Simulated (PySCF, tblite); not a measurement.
Breaking a bond: N2 (cation, charge +1), doublet. Each curve is given relative to its own lowest point near equilibrium.

| R / Å | A | B | C | D |
|---|---|---|---|---|
| 0.88 | 115.7 | 154.3 | 169.9 | 173.5 |
| 0.93 | 54.0 | 83.4 | 92.4 | 95.0 |
| 0.99 | 14.6 | 32.6 | 36.3 | 38.0 |
| 1.04 | 1.7 | 10.4 | 11.7 | 12.7 |
| 1.07 | 0.0 | 3.5 | 4.0 | 4.6 |
| 1.10 | 1.8 | 0.4 | 0.5 | 0.7 |
| 1.12 | 4.5 | 0.0 | 0.0 | 0.0 |
| 1.16 | 12.9 | 2.5 | 2.7 | 2.3 |
| 1.21 | 27.3 | 10.4 | 11.3 | 10.5 |
| 1.29 | 55.6 | 29.4 | 29.6 | 31.1 |

Energies in kcal/mol.

Task: Which curve belongs to which method? The methods are GFN2-xTB, 300 K electronic temperature (tblite); unrestricted B3LYP/6-31G*, spherical d (PySCF); PySCF with unrestricted BLYP/cc-pVTZ; PySCF with unrestricted LDA (SVWN5)/6-31G*, spherical d.

Result: A is GFN2-xTB; B is UKS-BLYP; C is UKS-B3LYP/6-31G*; D is UKS-LDA (SVWN5)/6-31G*.

The scan ran from 0.88 to 4.39 Å; beyond the distances shown one of the unrestricted levels run for this scan, shown here or not, changes its spin distribution in one step.
